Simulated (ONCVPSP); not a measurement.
boron, ONCV: configuration errors across variants

```
Element                 : B (Z = 5)
Generator               : ONCVPSP 4.0.1
Type                    : optimised norm-conserving Vanderbilt (ONCV)
Functional              : PBE
Relativity              : scalar-relativistic
Frozen core             : [He]
Valence charge          : 3
Reference configuration : 2s2 2p1
Partial waves           : 2s: rc 1.70 bohr, ncon 4, nbas 8, qcut 4.2 1/bohr, 2 projectors, debl 3.4 Ha; 2p: rc 4.00 bohr, ncon 4, nbas 8, qcut 2.7 1/bohr, 2 projectors, debl 0.5 Ha; d scattering state at 0.41 Ha: rc 3.00 bohr, ncon 4, nbas 7, qcut 3.4 1/bohr, 2 projectors, debl 1.4 Ha
Local potential         : polynomial inside 1.65 bohr (lpopt 5, dvloc0 0 Ha)
Core correction         : Teter function, fcfact 3.75, rcfact 1.75
```

All-electron excitation energies from the reference (eV): (1) 2s2 2p0 8.219; (2) 2s1 2p0 33.642; (3) 2s2 2p0.5 2.887; (4) 2s1 2p2 5.851.

2 further variants failed, have other tests or another functional or relativity, and are left out.

Errors AE − PS in meV (a dash: test not solved or not reliable):

| change | (1) | (2) | (3) | (4) | bound ghosts | GHOST(+) flags above zero |
| --- | --- | --- | --- | --- | --- | --- |
| base | +403 | +1064 | +70 | -96 | none | none |
| local potential polynomial inside 1.40 bohr (lpopt 3, dvloc0 3 Ha) | +403 | +1064 | +70 | -96 | none | none |
| core correction Teter function, fcfact 5.8, rcfact 1.75 | +403 | +1064 | +71 | -100 | none | none |
| p: nbas 9 | +414 | +1094 | +73 | -99 | none | none |
| s: qcut 3.4 | +400 | +1059 | +70 | -102 | none | none |

Q: Give the same row for: core correction Teter function, fcfact 3.75, rcfact 1.48.

A: +397, +1067, +70, -91; bound ghosts: none; GHOST(+) flags above zero: none.
